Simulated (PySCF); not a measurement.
From one molecule to another.

First species: C6H6O3.
SMILES: `CC(=O)Oc1ccco1`

Second species: C4H10BF3N2.
Geometry (PBE0-D3(BJ)/def2-SVP, Å), atoms numbered from 1 in this order:
```xyz
20
C4H10BF3N2 angstrom
C     -0.9090   -0.9842   -1.0972
C     -0.4352    0.0762   -0.0934
C     -1.3685    0.0856    1.1211
B      1.0982   -0.2483    0.3200
N      1.3804   -0.6772    1.6363
N      2.1144   -0.1672   -0.6577
C     -0.5085    1.4430   -0.7472
F     -0.0140    2.4030    0.0461
F      0.1799    1.5012   -1.9041
F     -1.7652    1.8057   -1.0508
H     -0.2926   -0.9929   -2.0065
H     -0.8453   -1.9836   -0.6422
H     -1.9569   -0.8123   -1.3930
H     -1.3422   -0.8927    1.6239
H     -2.4111    0.2701    0.8210
H     -1.0842    0.8587    1.8505
H      0.6823   -0.7218    2.3622
H      2.3081   -0.9208    1.9530
H      1.9489    0.2284   -1.5709
H      3.0900   -0.3358   -0.4579
```

Levels: CAM-B3LYP/def2-SVPD for dipole moment, HOMO energy, LUMO energy, HOMO–LUMO gap, static isotropic polarisability and electronic spatial extent ⟨r²⟩ about the centre of nuclear charge; TDDFT CAM-B3LYP/def2-SVPD for lowest singlet excitation; TDA CAM-B3LYP/def2-SVPD for lowest triplet excitation (Tamm–Dancoff); ΔSCF CAM-B3LYP/def2-SVPD for vertical ionisation energy; PBE0-D3(BJ)/def2-SVP for rotational constant A and rotational constant C. Geometries: PBE0-D3(BJ)/def2-SVP. Each species is one conformer at its optimised geometry, gas phase, non-relativistic unless stated. Electronic properties by PySCF.

Dipoles, sizes and rotational constants follow the conformer. The torsions of the flexible species, by atom-mapped SMILES:
- `[CH3:1][C:2](=[O:3])[O:4][c:5]1[cH:6][cH:7][cH:8][o:9]1`: C1–C2–O4–C5 179°, C2–O4–C5–C6 0°
- `[CH3:1][C:2]([CH3:3])([B:4]([NH2:5])[NH2:6])[C:7]([F:8])([F:9])[F:10]`: C1–C2–B4–N5 -112°, C1–C2–C7–F8 -175°, H–N5–B4–C2 -5°, H–N5–B4–C2 178°, H–N6–B4–C2 10°, H–N6–B4–C2 179°

Question: Which of the two has the higher HOMO–LUMO gap, and by how much?

Answer: The second: 9.35 eV against 8.35 eV, a difference of 1.00 eV.

Question: Which has the higher LUMO energy?

Answer: The second: 0.73 eV against 0.62 eV, a difference of 0.11 eV.

Question: Which has the higher rotational constant C?

Answer: The second: 1.000 GHz against 0.873 GHz, a difference of 0.127 GHz.

Question: Which has the higher dipole moment?

Answer: The second: 3.08 D against 1.25 D, a difference of 1.83 D.

Question: Which has the higher ⟨r²⟩?

Answer: The second: 1355 bohr² against 1274 bohr², a difference of 81 bohr².

Question: Which has the higher HOMO energy?

Answer: The first: -7.73 eV against -8.62 eV, a difference of 0.89 eV.

Question: Which has the higher rotational constant A?

Answer: The first: 5.004 GHz against 1.750 GHz, a difference of 3.254 GHz.

Question: Which of the two has the higher static isotropic polarisability, and by how much?

Answer: The second: 80.0 au against 79.2 au, a difference of 0.8 au.

On the first: S1 lies 2.77 eV below the HOMO–LUMO gap; its leading configuration is HOMO→LUMO, weight 0.95. The ΔSCF ionisation energy exceeds −ε(HOMO) by 0.78 eV with CAM-B3LYP.

On the second: In wavenumbers S1 is 50200 cm⁻¹ (1 eV = 8065.54 cm⁻¹). The ΔSCF ionisation energy exceeds −ε(HOMO) by 0.85 eV with CAM-B3LYP.
